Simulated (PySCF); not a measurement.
# Vertical excitation energies

C2H5BGe.
Numbering: `[BH2:1][GeH2:2][C:3]#[CH:4]` (hydrogens: H5, H6 on B1; H7, H8 on Ge2; H9 on C4)

Structure used (PBE0-D3(BJ)/def2-SVP), in Å, numbered top down from 1:
```xyz
9
C2H5BGe angstrom
B     -1.5485    1.0164    0.1080
Ge    -0.5160   -0.7549   -0.1309
C      1.3360   -0.3542    0.1014
C      2.5036   -0.0546    0.2668
H     -1.2562    1.9565   -0.5897
H     -2.4294    1.1454    0.9225
H     -0.8783   -1.8688    0.8669
H     -0.6908   -1.3099   -1.5598
H      3.5373    0.2070    0.4083
```

Theory: TDDFT CAM-B3LYP/def2-SVPD, vertical, gas phase, core orbitals frozen in the response (PySCF). The CAM-B3LYP/def2-SVPD calculation is non-relativistic and has no spin–orbit coupling, an omission that weighs most on germanium.

```json
{"state": "S1", "E (eV)": "4.07", "ν̃ (cm⁻¹)": "32830", "f": "0.0073", "main configurations (H = HOMO, L = LUMO)": "H→L (72%), H-2→L (25%)"}
{"state": "S2", "E (eV)": "5.18", "ν̃ (cm⁻¹)": "41780", "f": "0.0034", "main configurations (H = HOMO, L = LUMO)": "H-1→L (84%)"}
{"state": "S3", "E (eV)": "5.50", "ν̃ (cm⁻¹)": "44320", "f": "0.0012", "main configurations (H = HOMO, L = LUMO)": "H-3→L (42%), H-4→L (22%), H-2→L (13%)"}
{"state": "S4", "E (eV)": "5.80", "ν̃ (cm⁻¹)": "46770", "f": "0.0089", "main configurations (H = HOMO, L = LUMO)": "H-2→L (52%), H→L (20%), H-3→L (10%)"}
{"state": "S5", "E (eV)": "6.16", "ν̃ (cm⁻¹)": "49660", "f": "0.0016", "main configurations (H = HOMO, L = LUMO)": "H→L+2 (61%)"}
{"state": "S6", "E (eV)": "6.50", "ν̃ (cm⁻¹)": "52390", "f": "0.0011", "main configurations (H = HOMO, L = LUMO)": "H-1→L+2 (36%), H→L+4 (18%), H→L+1 (10%)"}
{"state": "S7", "E (eV)": "6.52", "ν̃ (cm⁻¹)": "52590", "f": "0.0022", "main configurations (H = HOMO, L = LUMO)": "H-1→L+4 (32%), H-1→L+3 (20%), H-1→L+1 (15%)"}
{"state": "S8", "E (eV)": "6.98", "ν̃ (cm⁻¹)": "56270", "f": "0.017", "main configurations (H = HOMO, L = LUMO)": "H-4→L (44%), H-3→L (36%), H-5→L (9%)"}
{"state": "S9", "E (eV)": "7.49", "ν̃ (cm⁻¹)": "60410", "f": "0.014", "main configurations (H = HOMO, L = LUMO)": "H→L+1 (72%), H→L+3 (15%)"}
{"state": "S10", "E (eV)": "7.70", "ν̃ (cm⁻¹)": "62140", "f": "0.013", "main configurations (H = HOMO, L = LUMO)": "H-5→L (48%), H-1→L+1 (22%), H-4→L (9%)"}
```

Triplets (Tamm–Dancoff): T1 3.35 eV, H→L (64%), H-2→L (32%); T2 4.74 eV, H-3→L (40%), H-4→L (24%), H-1→L (15%); T3 4.96 eV, H-1→L+2 (26%), H→L+4 (12%); T4 5.10 eV, H-1→L (60%).

The lowest singlet lies at 4.07 eV (305 nm, ultraviolet) and is weak; its leading configuration is HOMO→LUMO (72%). The strongest level in the table is S8 at 6.98 eV (178 nm, f = 0.017). Löwdin shares by element: HOMO carbon 60%, boron 14%, germanium 13%; LUMO boron 56%, hydrogen 19% or more, germanium 17%. The oscillator strengths of these states sum to 0.070; summed over the whole spectrum of an exact calculation they would give the number of electrons, 54 (Thomas–Reiche–Kuhn). Weighted by f, the mean energy of these states is 6.61 eV. The listed states span 3.63 eV, and the widest gap between neighbours is 1.11 eV (S1 to S2). The vertical ionisation energy (ΔSCF) is 10.02 eV, 2.32 eV above S10. Only the lowest 10 singlets were computed, as vertical energies without vibronic structure.

One conformer stands for the species.
